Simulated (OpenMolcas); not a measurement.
**Co2+: moving the ligands**

Co2+ with 6 ligands (water) in octahedral coordination (Th) at 2.1 Å. Ligand basis ANO-RCC-VDZP.

```json
{
 "Program": "OpenMolcas",
 "Method": "CASSCF",
 "Basis": "ANO-RCC-VDZP [5s4p2d1f]",
 "Scalar Hamiltonian": "DKH2, point nucleus",
 "Active space": "7 electrons in 5 orbitals (3d)",
 "State averaging": "2S+1 = 4 even, 10 roots; 2S+1 = 2 even, 40 roots",
 "Spin-orbit coupling": "RASSI with atomic mean-field integrals over the reference wave functions"
}
```

Runs around this geometry, states (labels of O, taken over from Oh, the nearest higher group). Energies in cm-1 above the lowest state or level, χT in cm3 K/mol; under a threefold ground state the first gap can be a small split of the lowest multiplet, not the spin-orbit step; 10Dq and B are least-squares fits to the states below 45000 cm-1, weighted by degeneracy, with a free offset, and given where the rms deviation is under 5 % of |10Dq| (or 100 cm-1) and under 700 cm-1.

| R (Å) | Ground state | First state of that spin | 10Dq | B (rms of fit) | First gap with spin-orbit (degeneracies) | χT at 300 K | First state of another spin |
| --- | --- | --- | --- | --- | --- | --- | --- |
| 2.01 | 4T1 | 4T2 7741 | 8710 | 1209 (131) | 358.0 (2, 4) | 3.501 | 2E 13512 |
| 2.1 | 4T1 | 4T2 5780 | 6553 | 1217 (107) | 357.5 (2, 4) | 3.623 | 2E 15510 |
| 2.21 | 4T1 | 4T2 4064 | 4644 | 1221 (87) | 349.7 (2, 4) | 3.791 | 2E 17149 |

Taking |10Dq| as R^-n, n = -ln(4644 / 8710) / ln(2.21 / 2.01) = 6.6 between the shortest and longest distance. The point-charge formula for a cubic d site gives n = 5.

An orbital triplet at a regular site is open to Jahn-Teller coupling, which can distort the site and quench the lowest spin-orbit gaps and is left out. Without dynamic correlation the repulsion within the d shell is too large (B by tens of per cent), so at a given field states of lower spin stand too high. Ligand-to-metal charge-transfer states are missing. With no ligand orbital active B as a rule stays too high, so bands that hang on it stand too high and its fall with covalency is understated. With metal d orbitals alone and no dynamic correlation the field as a rule comes out too small, by tens of per cent, by up to half for chloride and softer ligands, and with too little covalency χT stands high. No measured value stands beside these numbers; the geometry was imposed, not optimised, and the real ion may take another.
